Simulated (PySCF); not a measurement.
C₅H₄F₃O₂ (doublet state).
Structure used (GFN2-xTB), in Å, numbered top down from 1:
```xyz
14
C5H4F3O2 angstrom
C      2.7569   -0.3322   -0.3619
C      1.8378   -0.0300    0.7887
C      0.5998    0.2969    0.7137
C     -0.7125    0.7143    0.5635
O     -1.1369    1.8341    0.4420
O     -1.5832   -0.4250    0.5764
C     -2.8903   -0.2144    0.4522
F     -3.2365    0.3641   -0.7003
F     -3.4131    0.5282    1.4305
F     -3.5106   -1.3939    0.4913
H      3.6056    0.3477   -0.3278
H      2.2408   -0.2216   -1.3097
H      3.1279   -1.3504   -0.2651
H      2.3137   -0.1183    1.7644
```

The hyperfine couplings belong to this conformer and change with its torsions.

The species is `O(C(=O)/[C]=C\C)C(F)(F)F` [radical].

The calculation used UKS B3LYP, pcH-1 on C F H O, non-relativistic, mean-field spin-orbit, GIAO (PySCF). Isolated species at its GFN2-xTB geometry (one conformer only). The geometry wasn't refined by DFT: couplings that depend on bond lengths, twists or pyramidal angles can differ widely from those at the functional's own minimum. The SCF solution wasn't tested for stability.

Principal values of hyperfine tensors in MHz (contact and dipolar terms together), for some of the nuclei:

```json
{"atom": "H14", "isotope": "1H", "A1": "144.05", "A2": "145.86", "A3": "156.18"}
{"atom": "C1", "isotope": "13C", "A1": "60.12", "A2": "60.87", "A3": "78.98"}
{"atom": "C3", "isotope": "13C", "A1": "-5.69", "A2": "10.72", "A3": "183.61"}
{"atom": "C2", "isotope": "13C", "A1": "-62.89", "A2": "-44.53", "A3": "-40.20"}
{"atom": "C4", "isotope": "13C", "A1": "-54.40", "A2": "-49.53", "A3": "-42.96"}
{"atom": "F9", "isotope": "19F", "A1": "1.74", "A2": "3.75", "A3": "17.63"}
{"atom": "F8", "isotope": "19F", "A1": "1.30", "A2": "3.21", "A3": "16.65"}
{"atom": "H13", "isotope": "1H", "A1": "-9.85", "A2": "-8.34", "A3": "-1.71"}
```

Question: Give the isotropic coupling of each nucleus in MHz and in mT (g = 2.0037), and the anisotropic part.

Answer: a_iso = (A1 + A2 + A3)/3, Ti = Ai − a_iso; 1 mT corresponds to 28.044 MHz.

| atom | a_iso (MHz) | a_iso (mT) | T1 | T2 | T3 |
| --- | --- | --- | --- | --- | --- |
| H14 | 148.70 | 5.302 | -4.64 | -2.84 | 7.48 |
| C1 | 66.66 | 2.377 | -6.54 | -5.79 | 12.33 |
| C3 | 62.88 | 2.242 | -68.57 | -52.16 | 120.73 |
| C2 | -49.21 | -1.755 | -13.69 | 4.68 | 9.01 |
| C4 | -48.96 | -1.746 | -5.44 | -0.57 | 6.01 |
| F9 | 7.71 | 0.275 | -5.97 | -3.96 | 9.92 |
| F8 | 7.05 | 0.251 | -5.76 | -3.84 | 9.60 |
| H13 | -6.63 | -0.237 | -3.22 | -1.71 | 4.93 |

Question: What spin density at the nucleus of C1 lies behind its contact coupling (g_N = 1.40482)?

Answer: a_FC = (2μ0/3) gₑ μB g_N μN ρ(0)/(2S·h) = 800.24 MHz × g_N × ρ(0)/(2S), with ρ in bohr⁻³. With a_FC = 66.66 MHz and 2S = 1, ρ(0) = 0.05929 bohr⁻³.

Question: O5 (17O, g_N = -0.75752) isn't in the table. Its spin density at the nucleus is 0.03129 bohr⁻³. What is its contact coupling?

Answer: By the same relation, a_FC = -18.97 MHz. Its full tensor has the principal values -103.63, 22.55, 24.18 MHz.

Question: Name the largest traceless tensor T of the table and describe it.

Answer: C3: -68.6, -52.2, 120.7 MHz, rhombic: the two smaller values differ by 14 % of the largest.

Question: What first-order splitting does H14 cause when the field lies along A1, A2 or A3 of its tensor (g taken as isotropic, no quadrupole term)?

Answer: 2 lines (I = 1/2), spaced by |A_i|/(g × 13.996): 5.14, 5.20, 5.57 mT along the axes of A1, A2 and A3.

Time: 2.3 min wall (grids of density and orbitals included); peak memory 0.97 GiB. Hardware: an Arm Neoverse N1 with one thread, on a shared host.
